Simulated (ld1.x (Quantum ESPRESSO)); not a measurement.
# Before and after: ultrasoft potential for silver (Ag)

silver (Ag), ultrasoft, made with ld1.x (Quantum ESPRESSO) 7.5 (PBEsol, fully relativistic). Core [Ar] 3d10 4s2, reference 4p6 4d10 5s1 5p0. Waves: 5s (bound): rcut 2.35, rcutus 2.55 bohr; 5s channel at 4.85 Ry: rcut 2.35, rcutus 2.55 bohr; 4p (bound): rcut 1.35, rcutus 1.50 bohr; 5p (bound, empty): rcut 1.35, rcutus 1.50 bohr; 4d (bound): rcut 1.10, rcutus 1.35 bohr; 4d channel at 2.45 Ry: rcut 1.10, rcutus 1.35 bohr; 4f channel at 0.25 Ry: rcut 2.35, rcutus 2.80 bohr; 4f channel at 1.65 Ry: rcut 2.35, rcutus 2.80 bohr. Local part: all-electron potential smoothed inside 1.05 bohr (lloc = -2). Core correction: none. Augmentation charge: PSQ, inside the norm-conserving radii.

Open shells are filled in proportion to 2j + 1 (rel_dist='average').

Change: core correction a·sin(br)/r model core inside 1.16 bohr.

Cutoffs: the cutoffs (Ry, on a coarse ladder) from which the occupation-weighted sum of valence levels, in a spherical-Bessel basis at the reference potential, stays within 10 and 1 mRy of its value at 400 Ry; they do not see the model core or the augmentation charge, which bear on the density cutoff. Errors are all-electron minus pseudo energies relative to the spin-unpolarised reference configuration.

Problem. Predict the effect on cutoff, ghosts and configuration errors.

Solution. The potential gets neither clearly harder nor softer (60 Ry and 110 Ry → 60 Ry and 110 Ry); both files keep a bound ghost (s); of the 7 tests that both files solve, the error grows in 6 and shrinks in 0 by more than 15 % and 0.3 meV (median size 3.9 → 7.9 meV). A model core, the more so a compact one, raises the density cutoff, which this test does not measure.

```tsv
quantity	base	changed
cutoff, loose	60 Ry	60 Ry
cutoff, tight	110 Ry	110 Ry
bound ghosts	s	s
error for 4p6 4d10 5s0 5p0, meV [ΔE 7.75 eV]	-3.5	-4.5
error for 4p6 4d9 5s0 5p0, meV [ΔE 29.86 eV]	-1.6	-6.8
error for 4p6 4d8 5s0 5p0, meV [ΔE 66.04 eV]	+3.9	-18
error for 4p6 4d7 5s0 5p0, meV [ΔE 117.73 eV]	+25	-38
error for 4p6 4d10 5s0.5 5p0, meV [ΔE 3.02 eV]	-0.6	-0.8
error for 4p6 4d9 5s1 5p1, meV [ΔE 8.60 eV]	-4.8	-7.9
error for 4p6 4d9 5s2 5p0, meV [ΔE 4.05 eV]	-15	-18
s: phases at 3.06 bohr within 0.05 rad from the reference energy up to (Ry; the scan ends near 5)	to the end of the scan	to the end of the scan
p1/2: phases at 3.06 bohr within 0.05 rad from the reference energy up to (Ry; the scan ends near 5)	4.2	4.2
p3/2: phases at 3.06 bohr within 0.05 rad from the reference energy up to (Ry; the scan ends near 5)	to the end of the scan	to the end of the scan
d3/2: phases at 3.06 bohr within 0.05 rad from the reference energy up to (Ry; the scan ends near 5)	to the end of the scan	to the end of the scan
d5/2: phases at 3.06 bohr within 0.05 rad from the reference energy up to (Ry; the scan ends near 5)	to the end of the scan	to the end of the scan
f5/2: phases at 3.06 bohr within 0.05 rad from the reference energy up to (Ry; the scan ends near 5)	2.5	2.5
f7/2: phases at 3.06 bohr within 0.05 rad from the reference energy up to (Ry; the scan ends near 5)	2.5	2.5
lowest overlap eigenvalue by channel	s 0.08, p1/2 0.06, p3/2 0.09, d3/2 0.98, d5/2 0.98, f5/2 0.97, f7/2 0.97	s 0.08, p1/2 0.06, p3/2 0.09, d3/2 0.98, d5/2 0.98, f5/2 0.97, f7/2 0.97
```

 A true bound ghost makes a file unfit for plane-wave use even where its test errors are small: the radial tests pick states by their node count and pass the ghost by.
